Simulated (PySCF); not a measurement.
Scan of CH4B (anion, charge -1), singlet: twist about the double or partial double bond, both ends planar. Scanned: twist about the central bond. Other coordinates (C-B length, H-C-B angle, H-B-C angle, C-H length, B-H length) were minimised at PBE0/def2-TZVP.

- RMP2/3-21G = restricted MP2 (frozen core)/3-21G run with PySCF 2.14.0
- UHF/aug-cc-pVDZ (PySCF)
- RKS-B3LYP/6-311+G** = restricted B3LYP/6-311+G**, spherical d run with PySCF 2.14.0

Energies in mEh, each method relative to its own lowest point.

```json
[
 {"at / °": "0", "RMP2/3-21G": "0.0", "UHF": "0.0", "RKS-B3LYP/6-311+G**": "0.0"},
 {"at / °": "7.50", "RMP2/3-21G": "0.9", "UHF": "0.9", "RKS-B3LYP/6-311+G**": "0.8"},
 {"at / °": "15", "RMP2/3-21G": "3.7", "UHF": "3.4", "RKS-B3LYP/6-311+G**": "3.2"},
 {"at / °": "22.50", "RMP2/3-21G": "8.4", "UHF": "7.7", "RKS-B3LYP/6-311+G**": "7.1"},
 {"at / °": "30", "RMP2/3-21G": "14.8", "UHF": "13.6", "RKS-B3LYP/6-311+G**": "12.5"},
 {"at / °": "37.50", "RMP2/3-21G": "23.0", "UHF": "20.9", "RKS-B3LYP/6-311+G**": "19.3"},
 {"at / °": "45", "RMP2/3-21G": "32.9", "UHF": "29.5", "RKS-B3LYP/6-311+G**": "27.5"},
 {"at / °": "52.50", "RMP2/3-21G": "[?]", "UHF": "38.4", "RKS-B3LYP/6-311+G**": "36.8"},
 {"at / °": "60", "RMP2/3-21G": "57.3", "UHF": "46.9", "RKS-B3LYP/6-311+G**": "47.0"},
 {"at / °": "67.50", "RMP2/3-21G": "[?]", "UHF": "54.4", "RKS-B3LYP/6-311+G**": "58.0"},
 {"at / °": "75", "RMP2/3-21G": "87.1", "UHF": "60.4", "RKS-B3LYP/6-311+G**": "69.1"},
 {"at / °": "82.50", "RMP2/3-21G": "[?]", "UHF": "64.5", "RKS-B3LYP/6-311+G**": "79.8"},
 {"at / °": "90", "RMP2/3-21G": "[?]", "UHF": "[?]", "RKS-B3LYP/6-311+G**": "87.1"}
]
```

**Question.** Some entries are withheld; supply them.

**Answer.** 
- 52.50, RMP2/3-21G: 44.4
- 67.50, RMP2/3-21G: 71.7
- 82.50, RMP2/3-21G: 103.1
- 90, RMP2/3-21G: 113.5
- 90, UHF: 68.0

Near 90° the triplet can lie below this singlet. The unrestricted determinant behind UHF is spin-contaminated on part of the scan (<S²> up to 1.0, against 0.00 for the pure state).
